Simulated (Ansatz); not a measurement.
Relaxation of FH₅W (7 atoms, charge 0, multiplicity 1), to a largest force component of 0.03 eV/Å in at most 50 steps.

Theory: RHF/def2-SVP in Ansatz.

```xyz
7
Properties=species:S:1:pos:R:3:forces:R:3
W -0.349 0.020 -0.349 -0.18 0.02 -0.18
H 1.453 0.008 1.955 -0.99 0.00 1.18
H 1.955 0.008 1.453 1.18 0.00 -0.99
F 0.153 1.720 0.153 0.00 -0.01 0.00
H -2.025 -0.027 -0.434 -0.01 0.00 0.00
H 0.147 -1.572 0.147 0.00 -0.01 0.00
H -0.434 -0.027 -2.025 0.00 0.00 -0.01
```

Where does it end, and by what steps?

It converged. The force dipped under the threshold on the way, but the program's further checks kept it going. After 7 steps the energy has fallen by 0.129 eV; H2 moved furthest, 1.01 Å.

```
step  energy less start (eV)  largest force component (eV/Å)  accepted
   0                  0.0000                           1.182       yes
   1                 -0.0827                           0.161       yes
   2                 -0.1101                           0.072       yes
   3                 -0.1213                           0.078       yes
   4                 -0.1261                           0.021       yes
   5                 -0.1280                           0.018       yes
   6                 -0.1288                           0.010       yes
   7                 -0.1290                           0.001       yes
```

```xyz
7
Properties=species:S:1:pos:R:3
W -0.651 0.015 -0.651
H 2.155 0.016 2.683
H 2.683 0.016 2.155
F -0.117 1.694 -0.117
H -2.331 -0.021 -0.699
H -0.140 -1.568 -0.140
H -0.699 -0.021 -2.331
```

Time of the run: 7.1 s on 1 thread of Intel(R) Xeon(R) 6975P-C (Granite Rapids), on a shared host, peak memory 0.13 GiB.
